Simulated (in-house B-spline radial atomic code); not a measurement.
The numbers below are computed, except where a source is named.
# Ba in an electron gas of r_s = 2.4: phase shifts, screening, friction and resistivity

A nucleus sits in a uniform electron gas with a rigid positive background. The Kohn-Sham equations are solved self-consistently in the spin-unpolarised LDA (PW92), non-relativistic, on B-splines with outgoing waves at the boundary and partial waves to l = 8. The model has no lattice, no bands and no magnetic solution. Atomic units; δ_l are the phase shifts at the Fermi level, counted so that each bound state adds π, and good to about 0.0005. Heavy atoms are models without relativity.

The density parameter is r_s = 2.4 bohr, near that of the valence electrons of In (3 per atom, density 7.31 g/cm³, mass 114.82 u, which gives r_s = 2.41).

```
l  δ_l (rad)
0    14.3284
1    11.7949
2     7.4958
3     0.1032
4     0.0045
5     0.0005
6    -0.0001
7    -0.0001
8    -0.0001
```

Bound levels below the band bottom (hartree): s -7.741, p -5.983, d -2.92, s -0.6823, p -0.245 and deeper ones.

Task: Check the Friedel sum rule, and say where the screening charge sits.

Result: k_F = (9π/4)^(1/3)/r_s = 0.79965. The rule is Z = (2/π) Σ (2l + 1) δ_l. The terms are s 9.122, p 22.527, d 23.860, f 0.460 and 0.026 beyond, in all 55.995 against Z = 56. Bound states hold 10 s, 24 p, 20 d electrons, so the scattering states carry 1.99 in all; where a term is smaller than its bound count, the bound level has drawn weight out of the band.

Task: Find the transport cross section and the electronic stopping of a 1 keV Ba ion (mass 137.33 u).

Result: σ_tr = (4π/k_F²) Σ (l + 1) sin²(δ_l − δ_(l+1)). The terms for l = 0 to 3 are 0.3264, 1.6774, 2.4054, 0.0388, all together 4.4481, so σ_tr = 19.652 × 4.4481 = 87.416 bohr². With n = 3/(4π r_s³) = 0.01727, the friction coefficient is Q = n k_F σ_tr = 1.2072. For v well below v_F = 0.800, dE/dx = Q v; with 24801 eV per u at v = 1, v = √(1000/(24801 × 137.33)) = 0.0171, so dE/dx = 0.02068 hartree/bohr = 10.6 eV/nm. The largest term couples the d and f waves.

Task: What residual resistivity would 1 atomic per cent of such centres give in In?

Result: Δρ = k_F n_i σ_tr/n in atomic units of 21.74 μΩ·cm. With one host atom per 3 electrons, n_i/n = 0.01/3, so Δρ = 0.7996 × 0.00333 × 87.416 × 21.74 = 5.07 μΩ·cm. This is an atom added to the gas, as on an interstitial site.

Task: On a substitutional site the background of one host ion, a sphere holding 3 charges, is taken out. The phase shifts for l = 0 to 4 become 14.1075, 11.6501, 6.8145, 0.0244, -0.0038. What follows?

Result: The Friedel sum is now 53.01, for Z − 3 = 53. The sum in σ_tr is 3.0796, so σ_tr = 60.52 bohr² and Δρ = 3.51 μΩ·cm per atomic per cent, 0.69 times the value above. A real host ion scatters too, so this model doesn't give zero even for the host's own atom.
